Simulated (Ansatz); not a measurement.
Geometry optimisation, Ansatz, RKS PBE-D4/6-31G*.

Input file:

```yaml
crystal:
  periodic: [false, false, false]
  atoms:
    - { symbol: Al, position_ang: [0.0, 0.0, 0.0] }
    - { symbol: Cl, position_ang: [0.0, 0.0, 2.58] }
    - { symbol: "N", position_ang: [1.6627, 0.0, -0.96] }
    - { symbol: H, position_ang: [2.1293, -0.9179, -1.2118] }
    - { symbol: H, position_ang: [2.1141, 0.9179, -1.2382] }
    - { symbol: "N", position_ang: [-1.6627, 0.0, -0.96] }
    - { symbol: H, position_ang: [-2.3316, -0.8164, -0.8614] }
    - { symbol: H, position_ang: [-1.9118, 0.8164, -1.5886] }
    - { symbol: H, position_ang: [0.0834, 1.7631, 0.5865] }
    - { symbol: H, position_ang: [0.071, 1.502, 1.5585] }
basis:
  gaussian: { orbitals: "6-31G*" }
hamiltonian:
  xc: pbe
  dispersion: d4
relax:
  f_tol: 0.15
  max_steps: 25
  restrain:
    - { distance: [0, 8], at: 1.56, k: 30.0 }
    - { distance: [9, 1], at: 1.37, k: 30.0 }
    - { distance: [0, 1], at: 3.43, k: 30.0 }
    - { distance: [9, 8], at: 1.86, k: 30.0 }
```

Run as:

```bash
$ ansatz run input.yaml --threads 1 --pin off --max-ram 2048MiB --backend cpu --events-out ev --progress --plain --runs-dir out
```

Q: Where does it end, and by what steps?

A: The forces met the threshold. The restraints hold the end off the free minimum. After 10 steps the energy has fallen by 1.097 eV (the restraints' own energy left out); H8 moved furthest, 0.93 Å. Joined: Cl2–H10 (1.82 → 1.34 Å).

```tsv
step	energy less start (eV)	largest force component (eV/Å)	accepted
0	0.0000	2.243	yes
1	0.2545	1.826	yes
2	-0.0416	1.792	yes
3	-0.4182	0.619	yes
4	-0.6815	0.934	yes
5	-0.8521	0.570	yes
6	-0.9557	0.587	yes
7	-1.0396	0.569	yes
8	-1.0908	0.542	yes
9	-1.0525	1.409	no
10	-1.0970	0.575	yes
```

```xyz
10
Properties=species:S:1:pos:R:3
Al -0.001 0.665 -0.548
Cl 0.115 0.337 2.867
N 1.575 -0.042 -1.007
H 1.724 -0.912 -1.517
H 2.465 0.310 -0.650
N -1.576 -0.020 -1.044
H -1.745 -0.918 -1.493
H -2.455 0.486 -0.916
H -0.004 2.027 0.244
H 0.055 1.334 1.967
```

The run took 15 s on 1 thread of AMD EPYC 9R45 96-Core Processor (Zen 5) (shared host), peak memory 0.14 GiB.
